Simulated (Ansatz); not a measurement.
System: C₄H₂BrSe, charge 0, multiplicity 2. It need not be the lowest isomer of its formula. 
Coordinates optimised at B3LYP-D3(BJ)/def2-TZVP (Ansatz, an electronic-structure program):
```xyz
8

Br     2.0516    -1.1671     0.3850
C      0.3584    -0.3635     0.1070
C     -0.8509    -1.0798     0.2295
C     -2.0142    -0.4689     0.0238
Se    -1.6402     1.3476    -0.4110
C      0.1815     0.9401    -0.2256
H     -3.0274    -0.8296     0.0669
H      0.9394     1.6906    -0.3774
```
Charge 0, spin multiplicity 2.

Total electronic energies in hartree. Correlated levels leave the core frozen unless marked. UHF or UKS for open shells. No spin-orbit coupling. The frozen core is the preceding noble-gas configuration, with the filled d and f shells of earlier blocks. Non-relativistic. CBS(X,Y): correlation extrapolated as X^-3; Hartree-Fock from the larger set.

The UHF reference is spin-contaminated (<S^2> 0.44 over the pure value in the largest basis). 

```
level                                program  energy (Eh)
----------------------------  --------------  -----------
HF/6-31G*                             Ansatz  -5124.18350
RI-HF/cc-pVTZ                         Ansatz  -5124.93776
r2SCAN-D3(BJ)/def2-TZVPD      Ansatz + dftd3  -5129.17940
B3LYP-D3(BJ)/def2-TZVPD       Ansatz + dftd3  -5129.36356
B3LYP/def2-TZVPD                      Ansatz  -5129.34423
PBE0/def2-QZVPP                       Ansatz  -5128.63081
r2SCANh/def2-TZVPD                    Ansatz  -5129.16324
HSE06/def2-TZVPD                      Ansatz  -5128.52022
RPA@PBE/cc-pVTZ                       Ansatz  -5126.31710
MP2/STO-3G                            Ansatz  -5069.12522
MP2/6-31G*                            Ansatz  -5124.86618
MP2/CBS(cc-pVTZ,cc-pVQZ)              Ansatz   -5125.9485
RI-MP2/cc-pVQZ                        Ansatz  -5125.89778
SCS-MP2/cc-pVQZ                       Ansatz  -5125.87958
CCSD(T)/CBS(cc-pVTZ,cc-pVQZ)          Ansatz   -5126.0513
```

Totals of different functionals don't rank their quality; only differences between species are comparable.
